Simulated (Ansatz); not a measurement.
A nudged elastic band was laid between two geometries of CH$_{6}$ClNOSi (11 atoms, charge 0, multiplicity 1).

Method: RHF/STO-3G in Ansatz 0.2.0.

| Property | Result |
| --- | --- |
| movable images | 5 |
| climbing image | yes |
| spring | 5.0 eV/Å² |
| optimiser | quadratic models (default) |
| start path | IDPP |
| force threshold | 0.05 eV/Å |
| iteration limit | 60 |
| end points | relaxed |

First end point:

```xyz
11
Properties=species:S:1:pos:R:3
N -1.187 1.065 0.491
Si -0.554 -0.372 -0.221
O -0.291 -0.263 -1.866
C 1.065 -0.743 0.656
Cl 2.331 0.503 0.235
H -0.585 1.888 0.480
H -2.116 1.353 0.185
H -1.470 -1.440 -0.024
H 0.433 0.382 -2.030
H 1.482 -1.708 0.376
H 0.959 -0.721 1.737
```

Last end point:

```xyz
11
Properties=species:S:1:pos:R:3
N -1.125 1.235 -0.051
Si -0.528 -0.353 -0.337
O -0.048 -0.543 -1.922
C 0.932 -0.725 0.793
Cl 2.225 0.557 0.648
H -0.456 1.951 0.226
H -1.960 1.330 0.522
H -1.546 -1.310 -0.073
H 0.510 0.226 -2.178
H 1.411 -1.670 0.551
H 0.649 -0.753 1.842
```

Which bonds break or form, and what moves?

No bond is made or broken. The height of N1 over the plane of its neighbours goes from 0.30 to -0.28 Å.

Give the energies along the band, and the barrier.

It converged. The highest image is number 4 of 0 to 6, 0.052 eV above the first end and 0.009 eV above the last; the last end lies 0.043 eV above the first. A vibrational analysis at the climbing image gives one clearly imaginary mode, 274i cm⁻¹: a first-order saddle point. Limits of this set-up: minimal basis.

```json
{"image": "0", "path coordinate (Å)": "0.00", "energy (eV)": "0.000", "height of N1 over the plane of its neighbours (Å)": "0.30"}
{"image": "1", "path coordinate (Å)": "0.17", "energy (eV)": "0.001", "height of N1 over the plane of its neighbours (Å)": "0.30"}
{"image": "2", "path coordinate (Å)": "0.33", "energy (eV)": "0.014", "height of N1 over the plane of its neighbours (Å)": "0.22"}
{"image": "3", "path coordinate (Å)": "0.50", "energy (eV)": "0.040", "height of N1 over the plane of its neighbours (Å)": "0.08"}
{"image": "4", "path coordinate (Å)": "0.67", "energy (eV)": "0.052", "height of N1 over the plane of its neighbours (Å)": "-0.09"}
{"image": "5", "path coordinate (Å)": "0.87", "energy (eV)": "0.045", "height of N1 over the plane of its neighbours (Å)": "-0.24"}
{"image": "6", "path coordinate (Å)": "1.08", "energy (eV)": "0.043", "height of N1 over the plane of its neighbours (Å)": "-0.28"}
```

What is the geometry of the highest image?


```xyz
11
Properties=species:S:1:pos:R:3
N -1.120 1.188 0.112
Si -0.533 -0.353 -0.297
O -0.119 -0.486 -1.907
C 0.984 -0.731 0.750
Cl 2.277 0.537 0.515
H -0.522 1.955 0.388
H -2.092 1.365 0.328
H -1.530 -1.335 -0.044
H 0.518 0.231 -2.129
H 1.441 -1.683 0.491
H 0.760 -0.745 1.813
```

What are the harmonic wavenumbers there?

274i, 53, 143, 179, 269, 286, 373, 418, 731, 860, 884, 932, 976, 1029, 1076, 1148, 1310, 1344, 1478, 1776, 1948, 2908, 3607, 3734, 4068, 4255, 4269 cm⁻¹.

The run took 21 s on 1 thread of Arm Neoverse V2 (shared host), peak memory 0.092 GiB.
